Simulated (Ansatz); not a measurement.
Geometry optimisation of KNa₂⁺.

```yaml
crystal:
  periodic: [false, false, false]
  atoms:
    - {symbol: Na, position_ang: [0.900785, 1.816809, 0.246014]}
    - {symbol: Na, position_ang: [-1.397516, 0.228457, -1.472178]}
    - {symbol: K, position_ang: [0.496721, -2.045265, 1.226164]}
basis:
  gaussian: {orbitals: def2-TZVP}
total_charge: 1
magnetization: {spin_polarized: true, initial_magnetization: 2}
hamiltonian: {xc: pbe}
scf: {omitted_lower_state_checks: [starts]}
output: {orbitals: {seedname: orbitals}}
relax: {f_tol: 0.02, max_steps: 100}
```

```sh
$ ansatz run in.yaml --threads 4 --pin off --events-out ev --progress --plain --max-ram 3916MiB
```

Shortened log:

```
Functional definition: PBE
  name "PBE"
  cite "Perdew, Burke & Ernzerhof, Phys. Rev. Lett. 77, 3865 (1996) doi:10.1103/PhysRevLett.77.3865"
  parent pbe
  parameter kappa = 0.804
  parameter beta = 0.06672455060314922
  exchange = pbe_x(kappa = kappa, mu = beta*pi^2/3)
  correlation = pbe_c(beta = beta)
these checks for a lower state are left out or cut short: starts
mean field -25139.59399543 eV, -923.8630391034 hartree, gradient 2.3e-7 eV, S^2 2.000055; 0 other end points of the search recorded, 0 dependent functions left out
the calculation of the forces begins
relax step   1: F+E_penalty+E_count = -25139.59399543 eV  Δ(F+E_penalty+E_count) = +0.000e0 eV  max|allowed force component| = 4.112e-1 eV/Å  Δτ_max = 0.0000 Å  (67 SCF iters, accepted)
these checks for a lower state are left out or cut short: starts, cluster_reference, orbital_swaps, neighbouring_geometries, increment
mean field -25139.64822979 eV, -923.8650321793 hartree, gradient 5.4e-6 eV, S^2 2.000055; 0 other end points of the search recorded, 0 dependent functions left out
the calculation of the forces begins
relax step   2: F+E_penalty+E_count = -25139.64822979 eV  Δ(F+E_penalty+E_count) = -5.423e-2 eV  max|allowed force component| = 3.617e-1 eV/Å  Δτ_max = 0.0503 Å  (41 SCF iters, accepted)
these checks for a lower state are left out or cut short: starts, cluster_reference, orbital_swaps, neighbouring_geometries, increment
mean field -25139.80539707 eV, -923.8708079701 hartree, gradient 1.3e-5 eV, S^2 2.000056; 0 other end points of the search recorded, 0 dependent functions left out
the calculation of the forces begins
relax step   3: F+E_penalty+E_count = -25139.80539707 eV  Δ(F+E_penalty+E_count) = -1.572e-1 eV  max|allowed force component| = 2.234e-1 eV/Å  Δτ_max = 0.1953 Å  (29 SCF iters, accepted)
these checks for a lower state are left out or cut short: starts, cluster_reference, orbital_swaps, neighbouring_geometries, increment
mean field -25139.90550817 eV, -923.8744869852 hartree, gradient 1.5e-5 eV, S^2 2.000058; 0 other end points of the search recorded, 0 dependent functions left out
the calculation of the forces begins
relax step   4: F+E_penalty+E_count = -25139.90550817 eV  Δ(F+E_penalty+E_count) = -1.001e-1 eV  max|allowed force component| = 1.460e-1 eV/Å  Δτ_max = 0.1950 Å  (29 SCF iters, accepted)
these checks for a lower state are left out or cut short: starts, cluster_reference, orbital_swaps, neighbouring_geometries, increment
mean field -25139.97261686 eV, -923.8769531840 hartree, gradient 2.5e-5 eV, S^2 2.000060; 0 other end points of the search recorded, 0 dependent functions left out
the calculation of the forces begins
relax step   5: F+E_penalty+E_count = -25139.97261686 eV  Δ(F+E_penalty+E_count) = -6.711e-2 eV  max|allowed force component| = 1.106e-1 eV/Å  Δτ_max = 0.2000 Å  (28 SCF iters, accepted)
these checks for a lower state are left out or cut short: starts, cluster_reference, orbital_swaps, neighbouring_geometries, increment
mean field -25140.02279292 eV, -923.8787971202 hartree, gradient 8.9e-5 eV, S^2 2.000061; 0 other end points of the search recorded, 0 dependent functions left out
the calculation of the forces begins
relax step   6: F+E_penalty+E_count = -25140.02279292 eV  Δ(F+E_penalty+E_count) = -5.018e-2 eV  max|allowed force component| = 8.135e-2 eV/Å  Δτ_max = 0.2000 Å  (24 SCF iters, accepted)
these checks for a lower state are left out or cut short: starts, cluster_reference, orbital_swaps, neighbouring_geometries, increment
mean field -25140.05985133 eV, -923.8801589916 hartree, gradient 1.0e-5 eV, S^2 2.000062; 0 other end points of the search recorded, 0 dependent functions left out
the calculation of the forces begins
relax step   7: F+E_penalty+E_count = -25140.05985133 eV  Δ(F+E_penalty+E_count) = -3.706e-2 eV  max|allowed force component| = 6.152e-2 eV/Å  Δτ_max = 0.2000 Å  (26 SCF iters, accepted)
these checks for a lower state are left out or cut short: starts, cluster_reference, orbital_swaps, neighbouring_geometries, increment
mean field -25140.08764681 eV, -923.8811804567 hartree, gradient 8.8e-5 eV, S^2 2.000062; 0 other end points of the search recorded, 0 dependent functions left out
the calculation of the forces begins
relax step   8: F+E_penalty+E_count = -25140.08764681 eV  Δ(F+E_penalty+E_count) = -2.780e-2 eV  max|allowed force component| = 4.405e-2 eV/Å  Δτ_max = 0.1951 Å  (23 SCF iters, accepted)
[...]
mean field -25140.18084378 eV, -923.8846053822 hartree, gradient 3.0e-5 eV, S^2 2.000062; 0 other end points of the search recorded, 0 dependent functions left out
the calculation of the forces begins
relax step  18: F+E_penalty+E_count = -25140.18084378 eV  Δ(F+E_penalty+E_count) = -1.637e-3 eV  max|allowed force component| = 2.115e-2 eV/Å  Δτ_max = 0.1463 Å  (23 SCF iters, accepted)
these checks for a lower state are left out or cut short: starts, cluster_reference, orbital_swaps, neighbouring_geometries, increment
mean field -25140.18218250 eV, -923.8846545792 hartree, gradient 2.4e-5 eV, S^2 2.000062; 0 other end points of the search recorded, 0 dependent functions left out
the calculation of the forces begins
relax step  19: F+E_penalty+E_count = -25140.18218250 eV  Δ(F+E_penalty+E_count) = -1.339e-3 eV  max|allowed force component| = 2.160e-2 eV/Å  Δτ_max = 0.1572 Å  (23 SCF iters, accepted)
these checks for a lower state are left out or cut short: starts, cluster_reference, orbital_swaps, neighbouring_geometries, increment
mean field -25140.18292965 eV, -923.8846820367 hartree, gradient 2.7e-5 eV, S^2 2.000062; 0 other end points of the search recorded, 0 dependent functions left out
the calculation of the forces begins
relax step  20: F+E_penalty+E_count = -25140.18292965 eV  Δ(F+E_penalty+E_count) = -7.472e-4 eV  max|allowed force component| = 2.117e-2 eV/Å  Δτ_max = 0.1134 Å  (23 SCF iters, accepted)
these checks for a lower state are left out or cut short: starts, cluster_reference, orbital_swaps, neighbouring_geometries, increment
mean field -25140.18345524 eV, -923.8847013515 hartree, gradient 1.7e-5 eV, S^2 2.000062; 0 other end points of the search recorded, 0 dependent functions left out
the calculation of the forces begins
relax step  21: F+E_penalty+E_count = -25140.18345524 eV  Δ(F+E_penalty+E_count) = -5.256e-4 eV  max|allowed force component| = 2.019e-2 eV/Å  Δτ_max = 0.0982 Å  (23 SCF iters, accepted)
these checks for a lower state are left out or cut short: starts, cluster_reference, orbital_swaps, neighbouring_geometries, increment
mean field -25140.18379419 eV, -923.8847138079 hartree, gradient 1.4e-5 eV, S^2 2.000062; 0 other end points of the search recorded, 0 dependent functions left out
the calculation of the forces begins
relax step  22: F+E_penalty+E_count = -25140.18379419 eV  Δ(F+E_penalty+E_count) = -3.390e-4 eV  max|allowed force component| = 1.913e-2 eV/Å  Δτ_max = 0.0955 Å  (23 SCF iters, accepted)
these checks for a lower state are left out or cut short: starts, cluster_reference, orbital_swaps, neighbouring_geometries, increment
mean field -25140.18405745 eV, -923.8847234823 hartree, gradient 9.7e-6 eV, S^2 2.000062; 0 other end points of the search recorded, 0 dependent functions left out
the calculation of the forces begins
relax step  23: F+E_penalty+E_count = -25140.18405745 eV  Δ(F+E_penalty+E_count) = -2.633e-4 eV  max|allowed force component| = 1.806e-2 eV/Å  Δτ_max = 0.0529 Å  (23 SCF iters, accepted)
these checks for a lower state are left out or cut short: starts
mean field -25140.18405745 eV, -923.8847234823 hartree, gradient 9.7e-6 eV, S^2 2.000062; 0 other end points of the search recorded, 0 dependent functions left out
the calculation of the forces begins
Total energy: -25140.18410633 eV, -923.8847252788 hartree
Atom 0 at     3.021354     2.042819     2.274932 Å, force    -0.018057    -0.010838    -0.014086 eV/Å
Atom 1 at    -3.002503    -2.120450    -2.228388 Å, force     0.017374     0.013649     0.012401 eV/Å
Atom 2 at    -0.018861     0.077631    -0.046544 Å, force     0.000683    -0.002811     0.001686 eV/Å
Dipole moment:     0.001665    -0.006856     0.004111 e Å
Checks for a lower state left out: starts
```

Run time 33 s (4 threads of Arm Neoverse V1 on a shared host).

At PBE/def2-TZVP a singlet of charge 1 lies 0.74 eV below the triplet, each at its own geometry. The structure comes from a short search, and lower isomers may exist.
